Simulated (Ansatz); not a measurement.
## Which isomer of CH6F2NSi+ gives these data?

These gas-phase data were calculated for one isomer of CH6F2NSi+ at B3LYP-D3(BJ)/def2-SVP (harmonic, unscaled wavenumbers; equilibrium rotational constants with average atomic masses):

* rotational constants: 3.722, 3.311, 3.285 GHz
* all wavenumbers above 1500 cm⁻¹: 3481, 3466, 3383, 3145, 3130, 3038, 1605, 1601

Candidates:

(1) `C[Si]([NH3+])(F)F`, a singlet
(2) `C[NH2+][SiH](F)F`, a singlet

**Question.** Which structure fits?

**Answer.** Candidate (1). 3 modes lie between 3250 and 3800 cm⁻¹, one for each N–H bond, while (2) has 2.

The same quantities for all candidates:

```tsv
	rotational constants (GHz)	wavenumbers above 1500 cm⁻¹	E above the lowest, B3LYP-D3(BJ)/def2-SVP (kcal/mol)
(1)	3.722, 3.311, 3.285	3481, 3466, 3383, 3145, 3130, 3038, 1605, 1601	0.0
(2)	4.968, 3.131, 2.55	3445, 3396, 3200, 3199, 3081, 2402, 1595	19.5
```

Harmonic stretches to hydrogen usually lie a few per cent above observed fundamentals. Each candidate is one conformer. Programs: Ansatz 0.2.0.
